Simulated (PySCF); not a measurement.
C3H2BrF. Atoms are numbered in the order given.

```xyz
7

C     -0.8173     2.7734     0.0000
C     -0.1385     1.6562     0.0000
C      0.5179     0.5271     0.0000
F      1.8385     0.4339     0.0000
Br    -0.3341    -1.1477     0.0000
H     -1.1130     3.2621    -0.9361
H     -1.1130     3.2621     0.9361
```
Charge 0, spin multiplicity 1.

Geometry: PBE0-D3(BJ)/def2-SVP.

All values below come from PBE/pcSseg-1 (PySCF).

GIAO shieldings, no solvent; atoms alike by connectivity are averaged. δ = σ(ref) − σ: ¹³C against TMS (σ = 182.0 ppm); ¹⁹F against CFCl3 (σ = 133.6 ppm); ¹H against TMS (σ = 31.49 ppm), references at their B3LYP-D3(BJ)/def2-TZVP geometries, non-relativistic (without spin–orbit terms, shifts of atoms bonded to Cl or Br come out too high).

```
atoms   nucleus  count  δ (ppm)
------  -------  -----  -------
C2          ¹³C      1        …
C3          ¹³C      1    150.1
C1          ¹³C      1        …
F4          ¹⁹F      1   -120.2
H6, H7       ¹H      2     6.25
```

**Question.** Complete the blanks. (The exact figures need the calculation; the answer reports its results.)

**Answer.** 
- C1, δ (ppm): 100.3
- C2, δ (ppm): 214.2
